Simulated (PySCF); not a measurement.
CuF, charge +3, doublet (typed; the unrestricted solution is spin-contaminated), at a GFN2-xTB geometry of the parent state (such geometries of metal compounds can be far from the true shape) (the multiplicity is a formal guess); B3LYP/6-31G (PySCF).

The PySCF input:
```python
from pyscf import gto, scf, dft

mol = gto.M(
    atom='''
Cu   -0.00000000   -0.00000000   -0.40706850
F     0.00000000    0.00000000    1.31166518
''',
    basis='6-31g',
    charge=3,
    spin=1,
    verbose=4,
)

mf = dft.UKS(mol)
mf.xc = 'b3lyp'
mf.kernel()
```

It wrote (shortened):

```
PySCF version 2.14.0

[INPUT] verbose = 4
[INPUT] num. atoms = 2
[INPUT] num. electrons = 35
[INPUT] charge = 3
[INPUT] spin (= nelec alpha-beta = 2S) = 1
[INPUT] symmetry False subgroup None
[INPUT] Mole.unit = angstrom
[INPUT] Symbol           X                Y                Z      unit          X                Y                Z       unit  Magmom
[...]
nuclear repulsion = 80.3587278571977
number of shells = 16
number of NR pGTOs = 112
number of NR cGTOs = 36
basis = 6-31g
ecp = {}

******** <class 'pyscf.dft.uks.UKS'> ********
method = UKS
initial guess = minao
damping factor = 0
level_shift factor = 0
DIIS = <class 'pyscf.scf.diis.CDIIS'>
diis_start_cycle = 1
diis_space = 8
diis_damp = 0
SCF conv_tol = 1e-09
SCF conv_tol_grad = None
SCF max_cycles = 50
direct_scf = True
direct_scf_tol = 1e-13
number electrons alpha = 18  beta = 17
XC library pyscf.dft.libxc version 7.1.2
    S. Lehtola, C. Steigemann, M. J. T. Oliveira, and M. A. L. Marques,  SoftwareX 7, 1–5 (2018)
XC functionals = b3lyp
    P. J. Stephens, F. J. Devlin, C. F. Chabalowski, and M. J. Frisch,  J. Phys. Chem. 98, 11623 (1994)
radial grids:
    Treutler-Ahlrichs [JCP 102, 346 (1995); DOI:10.1063/1.469408] (M4) radial grids

becke partition: Becke, JCP 88, 2547 (1988); DOI:10.1063/1.454033
pruning grids: <function nwchem_prune>
grids dens level: 3
symmetrized grids: False
atomic radii adjust function: <function treutler_atomic_radii_adjust>
small_rho_cutoff = 0
Set gradient conv threshold to 3.16228e-05
tot grids = 34904
init E= -1739.60989546136

cycle= 1 E= -1732.08273408245  delta_E= 7.53  |g|= 3.41  |ddm|= 1.76
cycle= 2 E= -1722.40278950149  delta_E= 9.68  |g|= 4.93  |ddm|= 4.41
cycle= 3 E= -1735.35906514064  delta_E=  -13  |g|= 1.96  |ddm|= 4.15
cycle= 4 E= -1735.39697744076  delta_E= -0.0379  |g|= 2.37  |ddm|= 2.08
cycle= 5 E= -1735.73927580577  delta_E= -0.342  |g|= 2.04  |ddm|= 0.157
cycle= 6 E= -1736.65681877031  delta_E= -0.918  |g|= 1.46  |ddm|= 1.76
cycle= 7 E= -1737.02960813853  delta_E= -0.373  |g|= 1.23  |ddm|= 0.242
cycle= 8 E= -1737.34089727256  delta_E= -0.311  |g|= 0.899  |ddm|= 0.446
cycle= 9 E= -1737.49463421164  delta_E= -0.154  |g|= 0.646  |ddm|= 0.23
cycle= 10 E= -1737.62404402936  delta_E= -0.129  |g|= 0.395  |ddm|= 0.238
cycle= 11 E= -1737.7106643483  delta_E= -0.0866  |g|= 0.119  |ddm|= 0.327
cycle= 12 E= -1737.72167812333  delta_E= -0.011  |g|= 0.0165  |ddm|= 0.19
cycle= 13 E= -1737.72157811748  delta_E= 0.0001  |g|= 0.0277  |ddm|= 0.02
[...]
cycle= 21 E= -1737.7218307912  delta_E= 1.41e-07  |g|= 3.76e-05  |ddm|= 0.00214
cycle= 22 E= -1737.72182967606  delta_E= 1.12e-06  |g|= 0.000113  |ddm|= 0.0174
cycle= 23 E= -1737.72182976747  delta_E= -9.14e-08  |g|= 0.000117  |ddm|= 0.00148
cycle= 24 E= -1737.72182721662  delta_E= 2.55e-06  |g|= 0.000769  |ddm|= 0.0385
cycle= 25 E= -1737.72181721405  delta_E= 1e-05  |g|= 0.00394  |ddm|= 0.0454
cycle= 26 E= -1737.72181939834  delta_E= -2.18e-06  |g|= 0.00344  |ddm|= 0.00629
cycle= 27 E= -1737.7218224455  delta_E= -3.05e-06  |g|= 0.00245  |ddm|= 0.00127
cycle= 28 E= -1737.72176061311  delta_E= 6.18e-05  |g|= 0.0108  |ddm|= 0.123
cycle= 29 E= -1737.72171532672  delta_E= 4.53e-05  |g|= 0.0142  |ddm|= 0.0197
cycle= 30 E= -1737.72170904914  delta_E= 6.28e-06  |g|= 0.0147  |ddm|= 0.000552
cycle= 31 E= -1737.72172507722  delta_E= -1.6e-05  |g|= 0.0136  |ddm|= 0.00859
cycle= 32 E= -1737.72182027359  delta_E= -9.52e-05  |g|= 0.00255  |ddm|= 0.0885
cycle= 33 E= -1737.72182455044  delta_E= -4.28e-06  |g|= 0.000543  |ddm|= 0.0256
cycle= 34 E= -1737.72182446788  delta_E= 8.26e-08  |g|= 0.000507  |ddm|= 0.0032
cycle= 35 E= -1737.721814812  delta_E= 9.66e-06  |g|= 0.00361  |ddm|= 0.0944
cycle= 36 E= -1737.72181996409  delta_E= -5.15e-06  |g|= 0.00187  |ddm|= 0.00651
cycle= 37 E= -1737.72182049468  delta_E= -5.31e-07  |g|= 0.00159  |ddm|= 0.00118
cycle= 38 E= -1737.72181747312  delta_E= 3.02e-06  |g|= 0.00258  |ddm|= 0.0432
cycle= 39 E= -1737.72181584406  delta_E= 1.63e-06  |g|= 0.00303  |ddm|= 0.0173
cycle= 40 E= -1737.72181653488  delta_E= -6.91e-07  |g|= 0.00281  |ddm|= 0.00101
cycle= 41 E= -1737.72181694088  delta_E= -4.06e-07  |g|= 0.00258  |ddm|= 0.0196
cycle= 42 E= -1737.72181757886  delta_E= -6.38e-07  |g|= 0.00231  |ddm|= 0.00306
cycle= 43 E= -1737.72182045327  delta_E= -2.87e-06  |g|= 0.000343  |ddm|= 0.0112
cycle= 44 E= -1737.72181792199  delta_E= 2.53e-06  |g|= 0.00207  |ddm|= 0.0322
cycle= 45 E= -1737.72181549732  delta_E= 2.42e-06  |g|= 0.00295  |ddm|= 0.0175
cycle= 46 E= -1737.72182046688  delta_E= -4.97e-06  |g|= 6.85e-05  |ddm|= 0.046
cycle= 47 E= -1737.72182045005  delta_E= 1.68e-08  |g|= 9.11e-05  |ddm|= 0.00123
cycle= 48 E= -1737.72182043359  delta_E= 1.65e-08  |g|= 0.000122  |ddm|= 0.00108
cycle= 49 E= -1737.72182044339  delta_E= -9.81e-09  |g|= 1.58e-05  |ddm|= 0.000236
cycle= 50 E= -1737.72182028169  delta_E= 1.62e-07  |g|= 0.000162  |ddm|= 0.0132
SCF not converged.
SCF energy = -1737.72182028169 after 50 cycles  <S^2> = 1.6747736  2S+1 = 2.7747242
```

The run did not converge; its last values are not results.
